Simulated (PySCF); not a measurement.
Computed shifts of a molecule C₃H₅BFN, PBE/pcSseg-1 (PySCF), GIAO, gas phase, equivalent atoms averaged, in ppm (number of nuclei): ¹⁵N: 92.2 (1). ¹³C: 175.8 (1), 151.3 (1), 92.5 (1). ¹⁹F: -231.9 (1). ¹H: 8.56 (1), 6.85 (1), 5.42 (1), 3.85 (2). References: ¹⁵N against NH3 (σ = 267.0 ppm); ¹¹B against BF3 (σ = 83.9 ppm); ¹³C against TMS (σ = 182.0 ppm); ¹⁹F against CFCl3 (σ = 133.6 ppm); ¹H against TMS (σ = 31.49 ppm), references at their B3LYP-D3(BJ)/def2-TZVP geometries, non-relativistic. The structure is a stationary point at B3LYP-D3(BJ)/def2-SVP. Other conformers were not sampled.

### Question
Identify the compound among the candidates.
A) NB1C=C[C@@H]1F
B) C#CCB(N)F
C) FB1C=NCC1
D) C#CB(F)NC

### Answer
A, NB1C=C[C@@H]1F
